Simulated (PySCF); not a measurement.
C4H8O2, SMILES C1[C@@H](O)[C@@H]1OC. Atoms are numbered in the order given.

```xyz
14

C      2.3790    -0.3167     0.4434
O      1.0777    -0.8400     0.3311
C      0.1970     0.0118    -0.3165
C     -0.4637     1.1368     0.4583
C     -1.2384    -0.0986     0.0402
O     -2.1505    -0.0272    -1.0079
H      2.8359    -0.1335    -0.5491
H      2.9901    -1.0563     0.9805
H      2.3928     0.6368     1.0063
H      0.4169     0.2085    -1.3766
H     -0.2102     1.2399     1.5170
H     -0.6697     2.0675    -0.0778
H     -1.4642    -0.8230     0.8359
H     -2.9518     0.3980    -0.6746
```

Geometry: B3LYP-D3(BJ)/def2-SVP. Other conformers were not sampled.

Two levels are set side by side: PBE/pcSseg-1 (PySCF) and PBE0/pcSseg-1 (PySCF). GIAO shifts against H2O (¹⁷O), TMS (¹H), TMS (¹³C) at the same level; non-relativistic, no solvent, atoms listed together averaged. Differences are taken from unrounded values.

```
quantity            PBE0
------------------  ----
δ(¹³C) of C1 (ppm)  59.6
δ(¹⁷O) of O2 (ppm)  31.1
δ(¹³C) of C3 (ppm)  64.9
δ(¹³C) of C4 (ppm)  19.2
δ(¹³C) of C5 (ppm)  56.7
δ(¹⁷O) of O6 (ppm)  48.0
δ(¹H) of H10 (ppm)  3.39
δ(¹H) of H13 (ppm)  3.71
δ(¹H) of H14 (ppm)  0.77
```

Task: What does PBE give, and how far is it from PBE0? (Estimate from the structure and the level; the computed values follow.)

Result: 
```tsv
quantity	PBE	PBE minus PBE0
δ(¹³C) of C1 (ppm)	61.5	1.8
δ(¹⁷O) of O2 (ppm)	47.6	16.5
δ(¹³C) of C3 (ppm)	68.6	3.7
δ(¹³C) of C4 (ppm)	20.2	1.0
δ(¹³C) of C5 (ppm)	60.1	3.4
δ(¹⁷O) of O6 (ppm)	60.1	12.1
δ(¹H) of H10 (ppm)	3.45	0.07
δ(¹H) of H13 (ppm)	3.85	0.14
δ(¹H) of H14 (ppm)	0.60	-0.18
```

Rough cost on one machine, each run with all the roots and properties that it gave: PBE0 against PBE within a factor of 2.
